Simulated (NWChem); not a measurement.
AlAsH4; SMILES [AsH2][AlH2]

```xyz
6

Al     0.0157    -1.6728     0.0000
As     0.0501     0.7581     0.0000
H     -0.9907     0.8258    -1.1128
H     -0.9907     0.8258     1.1128
H      0.0621    -2.4614     1.3813
H      0.0621    -2.4614    -1.3813
```
Atoms are numbered in this order, from 1.

All runs: NWChem. Geometry: optimised at PBE0/def2-SVP. Vertical excitations in the gas phase.

Task: What does the run give for B3LYP/def2-SVPD, full TDDFT? Quantities: lowest excitation, singlet (eV); oscillator strength of that lowest state; orbital gap (eV).

Result: The lowest excitation, singlet (eV) is 4.13, the oscillator strength of that lowest state comes out as 0.013 and the orbital gap (eV) is 5.04.
